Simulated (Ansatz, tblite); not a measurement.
Removing and adding an electron: SbCl₃. Total charge 0; singlet. Geometry: PBE0-D4/def2-SVP. Ansatz, gas phase; energy differences of separate SCF runs; the oxidised species was run as a doublet alone; the reduced species was run as a doublet alone.

```tsv
atom	x (Å)	y (Å)	z (Å)
Sb1	-0.655	-0.570	0.079
Cl2	-1.118	1.746	0.119
Cl3	0.682	-0.598	-1.868
Cl4	1.091	-0.578	1.670
```

In the def2 sets Sb takes a core potential; there is no spin–orbit coupling. The xTB rows come from tblite. HOMO above LUMO, or a gap near zero within one spin, warns that the state may not be the lowest or that an electron is smeared out.

Task: Estimate orbital energies and vertical ionisation energies and electron affinities at: GFN1-xTB; GFN2-xTB; PBE-D4/def2-TZVP; PBE-D4/def2-TZVPD; r2SCAN-D4/def2-TZVP; r2SCAN-D4/def2-TZVPD; PBE0-D4/def2-TZVP; PBE0-D4/def2-TZVPD.

Result: 
| level | −HOMO (eV) | vertical IE (eV) | −LUMO (eV) | vertical EA (eV) | HOMO–LUMO gap (eV) | IE − EA (eV) | remarks |
| --- | --- | --- | --- | --- | --- | --- | --- |
| GFN1-xTB | 12.85 | 15.36 | 6.92 | 4.12 | 5.93 | 11.24 | – |
| GFN2-xTB | 11.90 | 14.61 | 7.50 | 4.70 | 4.40 | 9.91 | – |
| PBE-D4/def2-TZVP | 7.48 | 10.24 | 2.78 | – | 4.70 | – | – |
| PBE-D4/def2-TZVPD | 7.55 | – | 2.88 | 0.47 | 4.68 | – | HOMO above zero (-1 doublet), gap within one spin near zero (-1 doublet) |
| r2SCAN-D4/def2-TZVP | 7.81 | 10.46 | 2.66 | – | 5.15 | – | – |
| r2SCAN-D4/def2-TZVPD | 7.84 | – | 2.72 | 0.48 | 5.13 | – | HOMO above zero (-1 doublet) |
| PBE0-D4/def2-TZVP | 8.63 | 10.57 | 2.07 | – | 6.56 | – | – |
| PBE0-D4/def2-TZVPD | 8.67 | – | 2.16 | 0.52 | 6.52 | – | HOMO above zero (-1 doublet) |

   A HOMO above zero means that the electron is unbound at that level or that self-interaction error raises the level; the energy of removing that electron tells which. Raw xTB energy differences between charge states are shifted by several eV; the methods need an empirical correction for them.
